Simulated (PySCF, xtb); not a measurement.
GeH7NSSi, SMILES N[SiH2][S][GeH3].

GFN2-xTB (xtb) at its own geometry gives an orbital gap of 4.75 eV and a dipole moment of 2.94 D.

The structure is a stationary point at B3LYP-D3(BJ)/def2-SVP. This is a generated structure with no PubChem entry under its InChIKey; it may be hypothetical. Other conformers were not sampled.

What does PySCF with PBE/def2-TZVP give? (An estimate is asked for; the answer gives what the named calculation found.)

gap 4.82 eV (levels -5.90 and -1.07 eV), dipole 2.22 D.
